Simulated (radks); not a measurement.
Removal energies from the samarium ion Sm10+, [Kr] 4d10 4f2 5s2 5p2, by Delta-SCF beside the eigenvalue of the level emptied. Calculated with a radial shooting solver on a logarithmic mesh with Libxc functionals: scalar-relativistic Kohn-Sham, BLYP, spin-polarised, spherical densities, finite nucleus; Fermi nuclear charge, rms radius of each element as measured or else 0.836 A^(1/3) + 0.57 fm. Open shells are filled with parallel spins first.

removed from    final configuration  Delta-SCF (eV)  -eigenvalue (eV)
5p            [Kr] 4d10 4f2 5s2 5p1          172.28            164.03
4f            [Kr] 4d10 4f1 5s2 5p2          187.49            173.42
5s            [Kr] 4d10 4f2 5s1 5p2          196.19            187.47
4d             [Kr] 4d9 4f2 5s2 5p2          318.21            303.46
